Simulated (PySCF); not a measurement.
Continuum solvent and chemical shifts

Geometry:
```json
{"atom": "C1", "x (Å)": "1.969", "y (Å)": "-1.131", "z (Å)": "0.678"}
{"atom": "C2", "x (Å)": "1.487", "y (Å)": "-0.095", "z (Å)": "-0.266"}
{"atom": "C3", "x (Å)": "2.139", "y (Å)": "0.653", "z (Å)": "-1.226"}
{"atom": "F4", "x (Å)": "3.418", "y (Å)": "0.607", "z (Å)": "-1.535"}
{"atom": "N5", "x (Å)": "1.290", "y (Å)": "1.478", "z (Å)": "-1.842"}
{"atom": "N6", "x (Å)": "0.113", "y (Å)": "1.296", "z (Å)": "-1.326"}
{"atom": "N7", "x (Å)": "0.212", "y (Å)": "0.366", "z (Å)": "-0.383"}
{"atom": "C8", "x (Å)": "-0.981", "y (Å)": "-0.058", "z (Å)": "0.345"}
{"atom": "C9", "x (Å)": "-1.954", "y (Å)": "-0.742", "z (Å)": "-0.604"}
{"atom": "C10", "x (Å)": "-1.596", "y (Å)": "1.124", "z (Å)": "1.078"}
{"atom": "H11", "x (Å)": "1.788", "y (Å)": "-0.851", "z (Å)": "1.728"}
{"atom": "H12", "x (Å)": "3.052", "y (Å)": "-1.256", "z (Å)": "0.548"}
{"atom": "H13", "x (Å)": "1.495", "y (Å)": "-2.109", "z (Å)": "0.500"}
{"atom": "H14", "x (Å)": "-0.621", "y (Å)": "-0.792", "z (Å)": "1.083"}
{"atom": "H15", "x (Å)": "-1.484", "y (Å)": "-1.604", "z (Å)": "-1.099"}
{"atom": "H16", "x (Å)": "-2.282", "y (Å)": "-0.036", "z (Å)": "-1.381"}
{"atom": "H17", "x (Å)": "-2.838", "y (Å)": "-1.097", "z (Å)": "-0.054"}
{"atom": "H18", "x (Å)": "-1.910", "y (Å)": "1.894", "z (Å)": "0.359"}
{"atom": "H19", "x (Å)": "-0.873", "y (Å)": "1.577", "z (Å)": "1.772"}
{"atom": "H20", "x (Å)": "-2.474", "y (Å)": "0.797", "z (Å)": "1.653"}
```

GIAO PBE0/pcSseg-1 in PySCF on one PBE0-D3(BJ)/def2-SVP conformer, non-relativistic, equivalent nuclei averaged. Solvents enter as an IEF-PCM continuum (benzene with ε = 2.3, chloroform with ε = 4.7) around the gas-phase geometry. Shifts are referred to TMS, CFCl3 computed in the same medium.

Gas phase, δ in ppm: C3 165.3, C2 114.7, C8 50.8, C9/C10 24.3, C1 7.2, F4 -157.4, H14 3.85, H11/H12/H13 2.14, H15/H16/H17/H18/H19/H20 1.56. Dipole moment 5.62 D.

(1) How does each δ change in the continuum?

(2) Which nuclei move most (in ppm), and what does the model miss?

## Answers

(1) 
| atoms | environment | Δδ, benzene | Δδ, chloroform |
| --- | --- | --- | --- |
| C3 | aromatic carbon bearing fluorine | +0.3 | +0.6 |
| C2 | substituted aromatic carbon next to a ring nitrogen | +3.2 | +5.3 |
| C8 | sp3 CH bonded to N | +0.7 | +1.1 |
| C9/C10 | methyl carbon | +0.3 | +0.6 |
| C1 | methyl carbon on an aromatic ring | +0.2 | +0.3 |
| F4 | aryl fluorine | -1.0 | -1.3 |
| H14 | hydrogen on an sp3 CH bonded to N | +0.18 | +0.30 |
| H11/H12/H13 | hydrogen on a methyl carbon on an aromatic ring | +0.09 | +0.15 |
| H15/H16/H17/H18/H19/H20 | hydrogen on a methyl carbon | +0.02 | +0.02 |

Changes are relative to the gas phase. The dipole moment becomes 6.45 D in benzene, 6.98 D in chloroform.

(2) C2 (substituted aromatic carbon next to a ring nitrogen, +5.3 ppm) in chloroform. A continuum only polarises the solute; specific hydrogen bonds, the anisotropy of aromatic solvents and changes of geometry or conformer are outside it.
